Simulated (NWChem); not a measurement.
System: C2H4BNO2; SMILES OB1OC=NC1

NWChem input:

```
start job
memory heap 200 mb stack 900 mb global 1100 mb
geometry units angstroms noautoz
  O      0.129104     2.092314     0.000000
  B      0.081604     0.749153     0.000000
  C      1.229362    -0.332790     0.000000
  N      0.478856    -1.594046     0.000000
  C     -0.746910    -1.285576     0.000000
  O     -1.115534     0.036379     0.000000
  H     -0.745219     2.498510     0.000000
  H      1.898026    -0.288725     0.876717
  H      1.898026    -0.288725    -0.876717
  H     -1.579316    -1.996089     0.000000
end
basis spherical
  * library def2-svp
end
dft
  xc xpbe96 cpbe96
  iterations 150
  mulliken
end
task dft energy
```

Excerpt of the output:

```
             Northwest Computational Chemistry Package (NWChem) 7.3.0
             --------------------------------------------------------

 CS  symmetry detected

                             Geometry "geometry" -> ""
                             -------------------------

 Output coordinates in angstroms (scale by  1.889725989 to convert to a.u.)

  No.       Tag          Charge          X              Y              Z
 ---- ---------------- ---------- -------------- -------------- --------------
    1 O                    8.0000     0.11215322     2.09679109     0.00000000
    2 B                    5.0000     0.07209499     0.75338755     0.00000000
    3 C                    6.0000     1.22582929    -0.32218032     0.00000000
    4 N                    7.0000     0.48232210    -1.58757473     0.00000000
    5 C                    6.0000    -0.74513400    -1.28590015     0.00000000
    6 O                    8.0000    -1.12107591     0.03399241     0.00000000
    7 H                    1.0000    -0.76440667     2.49813715     0.00000000
    8 H                    1.0000     1.89423891    -0.27441164     0.87671700
    9 H                    1.0000     1.89423891    -0.27441164    -0.87671700
   10 H                    1.0000    -1.57359102    -2.00101373     0.00000000

 Effective nuclear repulsion energy (a.u.)     218.1913650295

      Symmetry information
      --------------------

 Group name             Cs
 Group number              2
 Group order               2
 No. of unique centers     9

  pbe96 is a nonlocal functional; adding pw91lda local functional.

                                 NWChem DFT Module
                                 -----------------

 Summary of "ao basis" -> "ao basis" (spherical)
 ------------------------------------------------------------------------------
       Tag                 Description            Shells   Functions and Types
 ---------------- ------------------------------  ------  ---------------------
 O                          def2-svp                 6       14   3s2p1d
 B                          def2-svp                 6       14   3s2p1d
 C                          def2-svp                 6       14   3s2p1d
 N                          def2-svp                 6       14   3s2p1d
 H                          def2-svp                 3        5   2s1p

      Symmetry analysis of basis
      --------------------------

        a'         73
        a"         31

            General Information
            -------------------
          SCF calculation type: DFT
          Wavefunction type:  closed shell.
          No. of atoms     :    10
          No. of electrons :    44
           Alpha electrons :    22
            Beta electrons :    22
          Charge           :     0
          Spin multiplicity:     1
          Use of symmetry is: on ; symmetry adaption is: on
          Maximum number of iterations: 150
          AO basis - number of functions:   104
                     number of shells:    48
          Convergence on energy requested:  1.00D-06
          Convergence on density requested:  1.00D-05
          Convergence on gradient requested:  5.00D-04

              XC Information
              --------------
          PerdewBurkeErnzerhof Exchange Functional  1.000
            Perdew 1991 LDA Correlation Functional  1.000 local
           PerdewBurkeErnz. Correlation Functional  1.000 non-local

             Grid Information
             ----------------
          Grid used for XC integration:  medium
          Radial quadrature: Mura-Knowles
          Angular quadrature: Lebedev.
          Tag              B.-S. Rad. Rad. Pts. Rad. Cut. Ang. Pts.
          ---              ---------- --------- --------- ---------
          O                   0.60       49          11.0       434
          B                   0.85       49          10.0       434
          C                   0.70       49          10.0       434
          N                   0.65       49          11.0       434
          H                   0.35       45          12.0       434
          Grid pruning is: on
          Number of quadrature shells:   429
          Spatial weights used:  Erf1

      Superposition of Atomic Density Guess
      -------------------------------------

 Sum of atomic energies:        -305.37722109

      Non-variational initial energy
      ------------------------------

 Total energy =    -308.707941
 1-e energy   =    -847.870948
 2-e energy   =     320.971641
 HOMO         =      -0.340294
 LUMO         =       0.031089

      Symmetry analysis of molecular orbitals - initial
      -------------------------------------------------

  Numbering of irreducible representations:

     1 a'          2 a"

  Orbital symmetries:

     1 a'          2 a'          3 a'          4 a'          5 a'
     6 a'          7 a'          8 a'          9 a'         10 a'
    11 a'         12 a'         13 a'         14 a'         15 a"
    16 a'         17 a"         18 a"         19 a'         20 a'
    21 a"         22 a'         23 a"         24 a'         25 a"
    26 a'         27 a'         28 a'         29 a"         30 a'
    31 a'         32 a'

     ---------------------------------------------
      Total Density - Mulliken Population Analysis
     ---------------------------------------------

    Atom       Charge   Shell Charges
 -----------   ------   -------------------------------------------------------
    1 O    8     8.49   1.99  1.10  0.55  3.08  1.76  0.01
    2 B    5     4.51   1.99  0.82  0.12  1.19  0.20  0.18
    3 C    6     6.14   1.99  0.96  0.18  2.00  0.98  0.04
    4 N    7     7.63   1.99  1.09  0.57  2.44  1.51  0.03
    5 C    6     5.39   1.99  0.92  0.23  1.59  0.56  0.09
    6 O    8     8.51   1.99  1.11  0.62  3.00  1.78  0.01
    7 H    1     0.65   0.52  0.07  0.06
    8 H    1     0.88   0.66  0.19  0.02
    9 H    1     0.88   0.66  0.19  0.02
   10 H    1     0.92   0.68  0.23  0.02

[...]
```

Level: PBE/def2-SVP. All runs use the structure optimised with PBE0/def2-SVP.
